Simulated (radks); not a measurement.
The numbers below are computed, except where a source is named.
Q: P II, configuration [Ne] 3s2 3p1 4s1 (not the ground configuration). Level of theory: scalar-relativistic Kohn-Sham, r2SCAN, spin-polarised, spherical densities, finite nucleus; open shells are filled with parallel spins first; meta-GGA in the generalised Kohn-Sham scheme; Fermi nuclear charge, rms radius 3.1889 fm (a radial shooting solver on a logarithmic mesh with Libxc functionals). Some entries of the table are withheld. Estimate them.

orbital  occ.  eigenvalue (eV)  <1/r> (bohr^-1)  r(max) (bohr)
1s up       1        -2114.169            14.65        0.06766
1s down     1        -2113.941            14.65        0.06766
2s up       1        -195.4837            2.838         0.4178
2s down     1        -195.3148            2.836         0.4180
2p up       3              (1)            2.715         0.3542
2p down     3              (2)            2.714         0.3545
3s up       1         -28.9610              (3)          1.520
3s down     1         -27.0922              (4)          1.520
3p up       1         -18.8596           0.6684          1.685
3p down     0         -17.1162           0.6659          1.692
4s up       1          -7.2157           0.2750          4.337

A: 
(1) 2p up eigenvalue (eV): -144.0843
(2) 2p down eigenvalue (eV): -143.7932
(3) 3s up <1/r> (bohr^-1): 0.7739
(4) 3s down <1/r> (bohr^-1): 0.7667
